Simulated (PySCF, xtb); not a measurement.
C₂H₅BrCd, SMILES [Br][Cd][CH2]C.

GFN2-xTB (xtb) at its own geometry gives an orbital gap of 3.33 eV and a dipole moment of 6.33 D.

Geometry optimised at PBE0-D3(BJ)/def2-SVP. The def2 effective core potentials stand for the cores of Cd; spin–orbit coupling is left out. One conformer was computed; it need not be the lowest.

**Question.** What does PySCF with B3LYP/def2-TZVP give? (Estimate from the structure and the level; the computed values follow.)

**Answer.** gap 6.19 eV (levels -7.43 and -1.23 eV), dipole 3.36 D.
